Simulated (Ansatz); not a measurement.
Ideal-gas functions of `[Br][In][Br]` radical at 400 K and 1 bar, from an Ansatz frequency run at PBE0-D4/def2-TZVP.

Molar mass 274.63 g/mol, point group C2v (symmetry number 2), electronic degeneracy 2, moments of inertia 102.567, 756.688, 859.255 u Å². Harmonic wavenumbers (cm⁻¹, unscaled): 55, 209, 251.

Use S(trans) = R[1.5 ln M + 2.5 ln T − 1.1517]; rotational temperatures θ = 24.2544 K / I; S(rot) = R[ln(√π/σ · √(T³/θAθBθC)) + 1.5]; for each mode x = 1.438777 ν̃/T, S = R[x/(eˣ − 1) − ln(1 − e⁻ˣ)] and H = RT x/(eˣ − 1); 1 cm⁻¹ = 0.0119627 kJ/mol; R = 8.31446 J/(mol·K).

By hand: the entropy, in J/(mol·K).

Translation 185.0. Rotation: θ = 0.2365, 0.0321, 0.0282 K, giving 121.3. Vibration, mode by mode: 21.80, 10.88, 9.44, in all 42.1. Electronic 5.8. Sum 354.2 J/(mol·K).

By hand: H − E and G − E in kJ/mol, counted from the electronic energy.

Zero-point energy ½ × 515 × 0.0119627 = 3.1; thermal vibration 7.3; translation, rotation and pV give 4 RT = 13.3. H − E = 23.7 kJ/mol, and G − E = 23.7 − 400 × 354.2/1000 = -118.0 kJ/mol.

Vibration gives 12 % of the entropy, 21.8 J/(mol·K) of it from the mode under 150 cm⁻¹: soft modes count most, and the harmonic formula is weakest for them.
